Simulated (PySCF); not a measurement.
# Radial density of Fe- (iron, charge -1)

TPSSh, [Ar] 3d7 4s2, high-spin 4F determinant. Computed with PySCF 2.14 in x2c-QZVPPall with one added diffuse shell each of s, p, d, f, g type (12s8p6d5f3g, 128 functions), with the spin-free X2C one-electron Hamiltonian (Gaussian nucleus).

```csv
r (bohr),4πr²ρ (e/bohr),4πr²(ρα − ρβ)
0.000818,0.1405,0.0000
0.00138,0.3625,0.0000
0.00231,0.9172,0.0000
0.00389,2.254,0.0001
0.00655,5.268,0.0001
0.0110,11.28,0.0003
0.0185,20.79,0.0004
0.0311,29.92,0.0003
0.0524,29.81,-0.0006
0.0881,24.26,0.0044
0.148,32.17,0.0739
0.249,29.43,0.4636
0.419,13.05,1.6089
0.705,16.82,2.5907
1.19,8.032,1.6906
2.00,1.899,0.5753
3.36,0.7376,0.0817
5.65,0.2134,-0.0283
9.50,0.03091,-0.0131
16.0,0.0005252,-0.0003
```

Densities and radii are taken from the X2C orbitals without a picture-change correction, which distorts them close to the nucleus.

At TPSSh the highest occupied level has a positive energy, so only the finite basis holds that electron; in a semilocal or global hybrid functional this comes from self-interaction and does not mean that the real anion is unbound.

Where is the radial spin density 4πr²(ρα − ρβ) most negative, and why is it negative at all?

Around r = 5.65 bohr, down to -0.0283 e/bohr: exchange with the open shell polarises the paired shells in an unrestricted calculation.
